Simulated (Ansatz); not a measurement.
Species: HCl3OSi, SMILES `O[Si](Cl)(Cl)Cl` (charge 0, multiplicity 1).

**Question.** Give a relaxed geometry from PBE-D3(BJ)/def2-TZVP (Ansatz, a first-principles code).

**Answer.** the end point of this relaxation (outside a Z-matrix the atoms follow the SMILES, hydrogens last).
Bonded distances (Å): O1–Si2 1.635, O1–H6 0.971, Si2–Cl3 2.032, Si2–Cl4 2.048, Si2–Cl5 2.048. Bond angles (°): Si2–O1–H6 116.5, O1–Si2–Cl3 106.2, O1–Si2–Cl4 111.4, O1–Si2–Cl5 111.4, Cl3–Si2–Cl4 110.0, Cl3–Si2–Cl5 110.0, Cl4–Si2–Cl5 107.7.
